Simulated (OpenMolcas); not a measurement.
A calculation on F+.

- Program: OpenMolcas 26.06
- Method: SS-CASPT2, IPEA 0.25 Eh, imaginary shift 0.1 Eh (closed shells correlated: 1s 2s)
- Basis: ANO-RCC-VQZP [5s4p3d2f1g]
- Scalar Hamiltonian: DKH2, point nucleus
- Active space: 4 electrons in 3 orbitals (2p)
- State averaging: 2S+1 = 3 even, 3 roots; 2S+1 = 1 even, 6 roots
- Spin-orbit coupling: RASSI with atomic mean-field integrals over the reference wave functions, term energies averaged over their components

Q: Which level of the active space comes out lowest?

A: 2s2 2p4 3P2, with 100 % of that term; it is also the measured ground level.

Q: How high does 2s2 2p4 1D2 lie?

A: 20810 cm-1 above the lowest level; measured 20873 cm-1 above the ground level, so the calculation is off by 0 %.

Q: How high does 2s2 2p4 1S0 lie?

A: 46840 cm-1 above the lowest level; measured 44918 cm-1 above the ground level, so the calculation is off by +4 %.

Q: How high does 2s2 2p4 3P0 lie?

A: 474 cm-1 above the lowest level; measured 490 cm-1 above the ground level, so the calculation is off by -3 %.

Measured values: NIST Handbook of Basic Atomic Spectroscopic Data.

Term energies are means over components that CASPT2 splits; among the terms shown or strongly mixed into the levels shown the widest spread is 48 cm-1 (2s2 2p4 1D). With the s shell closed, the reference lacks s² → p² mixing. Computed and measured levels are paired by configuration, term and J; levels that our copy of the source lacks, or whose pairing is in doubt (as where it misses far off the trend of its configuration), stay unpaired and out of the deviations. Only configurations of the active space appear.
